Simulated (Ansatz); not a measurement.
Consider the cleavage of the Si–B bond: `BB[SiH2]F` + `BO` → `BO[SiH2]F` + `BB`.

Isolated molecules relaxed with PBE0-D4/def2-TZVP in Ansatz; ΔE leaves out vibrations. CCSD(T)/CBS is the MP2 limit (def2-TZVPP, def2-QZVPP) plus CCSD(T) − MP2 in def2-TZVPP, frozen cores. This one scheme is used for every species. DFT in def2-TZVPP. B3LYP here is the variant with VWN-RPA as its local correlation; programs differ in this. Each species was taken in one conformer, which may not be the lowest.

`BB[SiH2]F`:

```xyz
9

B    -1.254   -0.385    1.194
B     0.188    0.190    0.760
Si    0.820    0.201   -1.143
F    -0.249   -0.416   -2.172
H    -2.234    0.309    1.209
H    -1.418   -1.541    1.470
H     0.989    0.651    1.526
H     1.093    1.598   -1.578
H     2.065   -0.606   -1.267
```

`BO`:

Cartesian coordinates in Å:
```
B -0.358 -0.193 -0.107
O 0.420 0.681 0.561
H -1.526 -0.186 0.154
H 0.116 -0.937 -0.923
H 1.347 0.634 0.315
```

`BO[SiH2]F`:

```xyz
8

B     1.321    0.596    0.595
O     0.330   -0.323    0.569
Si   -0.964   -0.527   -0.420
F    -2.267   -0.115    0.391
H     2.134    0.521    1.470
H     1.366    1.451   -0.251
H    -0.857    0.356   -1.601
H    -1.063   -1.960   -0.752
```

`BB`:

Z-matrix (Å, degrees):
```
B
B 1 1.628
H 1 1.201 2 122.2
H 1 1.201 2 122.0 3 -180.0
H 2 1.201 1 122.1 3 90.0
H 2 1.201 1 122.2 3 -90.1
```

```tsv
level	ΔE (kJ/mol)
B3LYP-D4	-103.4
PBE	-77.8
r2SCAN0	-103.6
MP2/def2-TZVPP	-114.8
```

Problem. What does CCSD(T)/CBS give? (Estimate.)

Solution. Computed: -108.0 kJ/mol. The listed levels differ from it by 4.6, 30.2, 4.4, -6.8 kJ/mol.

Largest T1 diagnostic among the species: 0.014.

From r2SCAN to r2SCAN0 (25 % exact exchange), in def2-TZVPP and without D4, ΔE moves by −6.0 kJ/mol. In def2-TZVPP, CCSD(T) changes the Hartree–Fock value by +27.7 kJ/mol (the triples alone add +3.6 kJ/mol) and MP2 by +20.1 kJ/mol.
